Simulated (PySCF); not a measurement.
Stepwise substitution at one centre (Ga F-NH2). All species are isolated molecules in the gas phase. One relaxed conformer stands for each flexible species; it need not be the lowest. Strings in code marks are SMILES.

Level of theory: PySCF 2.14.0 with B3LYP-D3(BJ)/def2-TZVP // PBE0-D4/def2-TZVP. B3LYP has the VWN-RPA correlation part, as in Gaussian. Excitations are Tamm–Dancoff values on a coarser integration grid. The basis has no diffuse functions, so Rydberg states are missing or too high.

```
species                                           HOMO–LUMO gap (eV)  HOMO (eV)  S1 excitation (TDA) (eV)  S1 oscillator strength
------------------------------------------------  ------------------  ---------  ------------------------  ----------------------
0 of 3 F replaced by NH2 (`[F][Ga]([F])[F]`)                       …     -11.47                      7.22                   0.000
1 of 3 F replaced by NH2 (`[NH2][Ga]([F])[F]`)                  6.54      -8.09                      5.42                   0.037
2 of 3 F replaced by NH2 (`[NH2][Ga]([NH2])[F]`)                6.37      -7.07                      5.31                       …
3 of 3 F replaced by NH2                                           …          …                      5.30                   0.009
```

**Question.** Complete the blanks.

**Answer.** 
- 0 of 3 F replaced by NH2 (`[F][Ga]([F])[F]`), HOMO–LUMO gap (eV): 8.68
- 2 of 3 F replaced by NH2 (`[NH2][Ga]([NH2])[F]`), S1 oscillator strength: 0.011
- 3 of 3 F replaced by NH2, HOMO–LUMO gap (eV): 6.28
- 3 of 3 F replaced by NH2, HOMO (eV): -6.47
